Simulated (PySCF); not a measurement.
ReO4, SMILES [O]=[Re-](=[O])(=[O])=[O], charge -1, multiplicity 1. Atoms are numbered in the order given.

```xyz
5

Re     0.0000     0.0000     0.0000
O      1.0071     1.0071    -1.0071
O     -1.0071     1.0071     1.0071
O     -1.0071    -1.0071    -1.0071
O      1.0071    -1.0071     1.0071
```
Charge -1, spin multiplicity 1.

The structure is a stationary point at r2SCAN-D4/def2-SVPD. The spin state was assumed, not searched. The isomer is the one that the SMILES or the coordinates give; other isomers of the formula were not compared. The def2 effective core potentials stand for the cores of Re; spin–orbit coupling is left out.

Method: CAM-B3LYP/def2-SVPD run with PySCF.

Symmetry labels are those of the subgroup D2 that the program uses (full group Td).

Problem. List the valence orbital energies around the gap with their symmetry. (The exact figures need the calculation; the answer reports its results.)

Solution. 
```csv
orbital,symmetry,energy (eV)
HOMO−7,B3,-9.28
HOMO−6,A,-7.46
HOMO−5,B1,-6.02
HOMO−4,B2,-6.02
HOMO−3,B3,-6.02
HOMO−2,B1,-5.37
HOMO−1,B2,-5.37
HOMO,B3,-5.37
LUMO,A,4.04
LUMO+1,A,4.04
LUMO+2,A,4.60
LUMO+3,B1,5.34
```
